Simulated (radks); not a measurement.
Values are calculated unless marked as measured or tabulated.
Task: These are the eigenvalues of the occupied orbitals of an atom or ion with whole-number occupations (hartree). Code: a radial shooting solver on a logarithmic mesh with Libxc functionals. Model: scalar-relativistic Kohn-Sham, LDA (Slater exchange, Perdew-Wang correlation), spin-polarised, spherical densities, finite nucleus; Fermi nuclear charge, rms radius of each element as measured or else 0.836 A^(1/3) + 0.57 fm.

| orbital | eigenvalue |
|---|---|
| 1s up | -2250.853 |
| 1s down | -2250.847 |
| 2s up | -383.7401 |
| 2s down | -383.7349 |
| 2p up | -338.7419 |
| 2p down | -338.7372 |
| 3s up | -88.69117 |
| 3s down | -88.64984 |
| 3p up | -75.12148 |
| 3p down | -75.08024 |
| 3d up | -58.54031 |
| 3d down | -58.50749 |
| 4s up | -19.70418 |
| 4s down | -19.62545 |
| 4p up | -15.23574 |
| 4p down | -15.15772 |
| 4d up | -9.34507 |
| 4d down | -9.26688 |
| 5s up | -4.49559 |
| 5p up | -3.35699 |
| 5p down | -3.30155 |
| 4f up | -2.84657 |
| 4f down | -2.76790 |

Which element is it, and in what charge state? The configuration may be excited. Open shells, if any, are filled with parallel spins first.

Result: Z = 70, ytterbium, charge +5: Yb5+ in [Kr] 4d10 4f12 5s1 5p6. The list shows which subshells hold electrons but not how many an open one holds; the 1s level, -2250.9 hartree, gives Z - s = 67.1 by -(Z - s)^2/2, which with screening and relativity narrows Z to a few neighbours, and the depths of the outer levels then fix element, charge and occupations together.
